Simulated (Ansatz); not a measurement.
Consider the ligand exchange at the Al–C bond: `[CH3][Al]([F])[CH2]O` + `[OH][GeH3]` → `[CH3][Al]([F])[O][GeH3]` + CH₃OH.

Calculated with Ansatz (gas phase, PBE0-D4/def2-TZVP geometries, no zero-point term in ΔE). CCSD(T)/CBS adds triple-zeta CCSD(T) − MP2 to the extrapolated MP2 energy (def2 sets, frozen cores). This one scheme is used for every species. DFT in def2-TZVPP. B3LYP here is the variant with VWN-RPA as its local correlation; programs differ in this. For Ge outer-core shells are correlated without core-valence functions, which leaves a few kJ/mol of doubt a bond. Scalar relativity is left out up to krypton. Each species was taken in one conformer, which may not be the lowest.

Question: Is it downhill or uphill in electronic energy at CCSD(T)/CBS, and by how much? (An estimate is asked.)

Answer: Computed: Downhill: ΔE = -1.92 eV.

Question: What do these levels give: B3LYP-D4, B2PLYP, PBE, HF/def2-TZVPP, SCS-MP2/def2-TZVPP, CCSD/CBS(def2)? (An estimate is asked.)

Answer: The calculation gave: B3LYP-D4 -1.90, B2PLYP -1.95, PBE -1.71, HF/def2-TZVPP -2.14, SCS-MP2/def2-TZVPP -2.00, CCSD/CBS(def2) -1.95 eV.

Largest T1 diagnostic among the species: 0.012.

In def2-TZVPP, CCSD(T) changes the Hartree–Fock value by +0.20 eV (the triples alone add +0.03 eV) and MP2 by +0.16 eV. From PBE to PBE0 (25 % exact exchange), in def2-TZVPP and without D4, ΔE moves by −0.09 eV.
